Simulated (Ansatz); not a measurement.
Ansatz results at the PBE0-D4/def2-TZVP geometry: size of the dipole moment (B3LYP/def2-TZVPP) 1.73 D; HOMO energy (PBE0/def2-TZVPP) -9.50 eV; HOMO–LUMO gap (PBE/def2-TZVPP) 7.11 eV.

Each molecule was computed in one conformer, which needn't be the lowest.

Task: Which molecule gave them?
A. `BC(F)[SiH2]F`
B. `FB(F)C[SiH3]`
C. `CB[SiH](F)F`
D. `F/C=C\S`

Result: B. The others give `BC(F)[SiH2]F`: 0.33, -8.69, 4.48; `CB[SiH](F)F`: 2.29, -8.20, 3.53; `F/C=C\S`: 1.12, -6.53, 4.63.

B3LYP here is the variant with VWN-RPA as its local correlation; programs differ in this.
